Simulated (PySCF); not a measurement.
**How methods differ on the ionisation energy of Rh²⁶⁺**

Rh²⁶⁺ [Ar] 3d1 (2D) → Rh²⁷⁺ [Ar] (1S), as a difference of total energies. Computed with PySCF 2.14 in an uncontracted even-tempered set (18 s from 3.1 bohr⁻², ratio 2.5; 12 p from 4.1 bohr⁻², ratio 2.5; 8 d from 4.1 bohr⁻², ratio 2.5; 4 f from 14 bohr⁻², ratio 2.7; 3 g from 21 bohr⁻², ratio 2.7), with the spin-free X2C one-electron Hamiltonian (Gaussian nucleus). Correlated levels: outer shells: [Ne] frozen; virtual orbitals above 40 to 60 times the deepest correlated orbital energy dropped. The calculations carry no spin-orbit coupling.

```json
{"method": "UHF", "ionisation energy (eV)": "1340.8"}
{"method": "LDA", "ionisation energy (eV)": "1342.0"}
{"method": "PBE0", "ionisation energy (eV)": "1342.5"}
{"method": "r2SCAN", "ionisation energy (eV)": "1342.9"}
{"method": "TPSSh", "ionisation energy (eV)": "1342.3"}
{"method": "MP2 (outer shells)", "ionisation energy (eV)": "1340.8"}
{"method": "SCS-MP2 (outer shells)", "ionisation energy (eV)": "1340.8"}
```

Estimate what PBE gives.

1342.5 eV, closest to PBE0 among the rows shown.

Estimate what BP86 gives.

1342.9 eV, closest to r2SCAN among the rows shown.

A first-order spin-orbit estimate (lowest level to lowest level, LS coupling) adds 3.956 eV.

Breit and QED terms and the two-electron picture change are absent.

For comparison: 1344 ± 4 eV (theoretical estimate listed by NIST; NIST Atomic Spectra Database, ionization energies).
